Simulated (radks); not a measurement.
Problem. Species: Ag30+. Configuration: [Ne] 3s2 3p5. Calculated with a radial shooting solver on a logarithmic mesh with Libxc functionals: Dirac Kohn-Sham, PW91, spin-unpolarised, spherical densities, finite nucleus; open shells are shared between the two j in proportion to 2j + 1; Fermi nuclear charge, rms radius 4.5454 fm. Some entries of the table are withheld. Estimate them.

orbital     occ.  eigenvalue (Ry)  <r> (bohr)
1s1/2          2        -1972.706     0.03111
2s1/2          2        -383.0476      0.1331
2p1/2          2              (1)      0.1129
2p3/2          4              (2)      0.1177
3s1/2          2        -141.0214         (3)
3p1/2    1.66667        -134.3584         (4)
3p3/2    3.33333        -131.3011         (5)
3d3/2          0        -121.2413         (6)
3d5/2          0        -120.5403         (7)
4s1/2          0        -71.96227      0.6350
4p1/2          0        -69.17741      0.6289
4p3/2          0        -68.06503      0.6393
4f5/2          0              (8)      0.5497
4f7/2          0              (9)      0.5510

Solution. 
(1) 2p1/2 eigenvalue (Ry): -364.7041
(2) 2p3/2 eigenvalue (Ry): -351.5809
(3) 3s1/2 <r> (bohr): 0.3317
(4) 3p1/2 <r> (bohr): 0.3176
(5) 3p3/2 <r> (bohr): 0.3253
(6) 3d3/2 <r> (bohr): 0.2860
(7) 3d5/2 <r> (bohr): 0.2884
(8) 4f5/2 eigenvalue (Ry): -60.35596
(9) 4f7/2 eigenvalue (Ry): -60.26738
